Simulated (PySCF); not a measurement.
WSCl₄, SMILES [Cl][W](=[S])([Cl])([Cl])[Cl], multiplicity 1.

Geometry: B3LYP-D3(BJ)/def2-SVP. The spin state was assumed, not searched. The isomer is the one that the SMILES or the coordinates give; other isomers of the formula were not compared. The def2 effective core potentials stand for the cores of W; spin–orbit coupling is left out.

All values below come from TDA-PBE/def2-SVPD run with PySCF.

Vertical excitations; the highest root listed may be one member of a degenerate set. Gas-phase values at a fixed geometry. State labels are in the subgroup Cs.

| state | symmetry | energy (eV) | λ (nm) | f | main pairs |
|---|---|---|---|---|---|
| S1 | A" | 2.49 | 498 | 0.000 | HOMO−1→LUMO 50 %, HOMO→LUMO+1 50 % |
| S2 | A" | 2.62 | 472 | 0.002 | HOMO→LUMO+1, HOMO−1→LUMO (degenerate set) |
| S3 | A' | 2.62 | 472 | 0.002 | HOMO−1→LUMO+1, HOMO→LUMO (degenerate set) |
| S4 | A" | 2.72 | 456 | 0.000 | HOMO−4→LUMO 50 %, HOMO−3→LUMO+1 50 % |
| S5 | A' | 2.78 | 446 | 0.005 | HOMO−2→LUMO (degenerate set) |
| S6 | A" | 2.78 | 446 | 0.005 | HOMO−2→LUMO+1 (degenerate set) |
| S7 | A' | 2.85 | 435 | 0.001 | HOMO→LUMO 22 %, HOMO−1→LUMO+1 22 %, HOMO−1→LUMO+3 18 %, HOMO→LUMO+2 18 % |
| S8 | A" | 2.89 | 429 | 0.005 | HOMO−4→LUMO, HOMO−3→LUMO+1 (degenerate set) |
| S9 | A' | 2.89 | 429 | 0.005 | HOMO−3→LUMO, HOMO−4→LUMO+1 (degenerate set) |
| S10 | A" | 3.02 | 410 | 0.000 | HOMO→LUMO+3 50 %, HOMO−1→LUMO+2 50 % |
| T1 | A' | 2.13 | 583 | 0 | HOMO−1→LUMO+1 37 %, HOMO→LUMO 37 %, HOMO−3→LUMO 8 %, HOMO−4→LUMO+1 8 % |
| T2 | A' | 2.29 | 541 | 0 | HOMO−1→LUMO+1, HOMO→LUMO (degenerate set) |
| T3 | A" | 2.29 | 541 | 0 | HOMO−1→LUMO, HOMO→LUMO+1 (degenerate set) |
| T4 | A' | 2.42 | 511 | 0 | HOMO−4→LUMO+1 36 %, HOMO−3→LUMO 36 %, HOMO→LUMO 12 %, HOMO−1→LUMO+1 12 % |
Triplets are in the Tamm–Dancoff approximation.
